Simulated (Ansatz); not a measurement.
`N[Si](F)(F)S` + H₂ → `F[SiH](F)S` + NH₃  (hydrogenolysis of the Si–N bond)

Isolated molecules relaxed with PBE0-D4/def2-TZVP in Ansatz; ΔE leaves out vibrations. CBS: MP2 limit from def2 TZ/QZ plus the TZ coupled-cluster correction, frozen cores. This one scheme is used for every species. DFT in def2-TZVPP. B3LYP here is the variant with VWN-RPA as its local correlation; programs differ in this. HSE06 is defined as in plane-wave codes. Each species was taken in one conformer, which may not be the lowest.

`N[Si](F)(F)S`:

Cartesian coordinates in Å:
```
N -0.681 0.877 0.845
Si -0.128 -0.170 -0.344
F 0.429 0.506 -1.671
F -1.389 -0.998 -0.831
S 1.427 -1.347 0.448
H -1.640 1.179 0.887
H -0.062 1.437 1.404
H 2.043 -1.485 -0.738
```

H₂:

Cartesian coordinates in Å:
```
H -0.268 -0.210 0.152
H 0.268 0.210 -0.152
```

`F[SiH](F)S`:

Cartesian coordinates in Å:
```
F 0.430 -1.603 0.371
Si 0.342 -0.182 -0.326
F -0.697 -0.361 -1.509
S -0.289 1.298 1.030
H 1.657 0.185 -0.871
H -1.444 0.664 1.304
```

NH₃:

Cartesian coordinates in Å:
```
N 0.067 0.110 -0.251
H 0.567 -0.753 -0.073
H 0.288 0.743 0.507
H -0.921 -0.101 -0.184
```

```tsv
level	ΔE (kcal/mol)
revPBE-D4	14.2
B3LYP-D4	14.0
BLYP	10.8
HSE06	12.2
CAM-B3LYP	12.9
RPA@PBE/def2-TZVPP	12.0
CCSD/def2-TZVPP	12.7
CCSD(T)/def2-TZVPP	13.2
```

Q: What does CCSD(T)/CBS give? (Best estimate.)

A: Ansatz gave: +13.8 kcal/mol. The listed levels differ from it by 0.4, 0.2, -3.0, -1.6, -0.9, -1.8, -1.1, -0.6 kcal/mol.

Q: What do rigid-rotor, harmonic-oscillator terms from PBE0-D4/def2-TZVP frequencies (298.15 K, 1 bar) make of the CCSD(T)/CBS value? (Estimate.)

A: Ansatz gave: ΔZPE = +4.0 kcal/mol, ΔH = +17.0 kcal/mol, ΔS = 33 J/(mol·K), ΔG = +14.7 kcal/mol.

Largest T1 diagnostic among the species: 0.012.

From BLYP to BHLYP (50 % exact exchange), in def2-TZVPP and without D4, ΔE moves by +1.6 kcal/mol. At CCSD(T), def2-SVP lies −2.6 kcal/mol from the extrapolated value and def2-TZVPP −0.6 kcal/mol.

CCSD(T)/CBS has its own doubt, a few kJ/mol and more with outer-core shells, so smaller differences from it don't rank the levels.
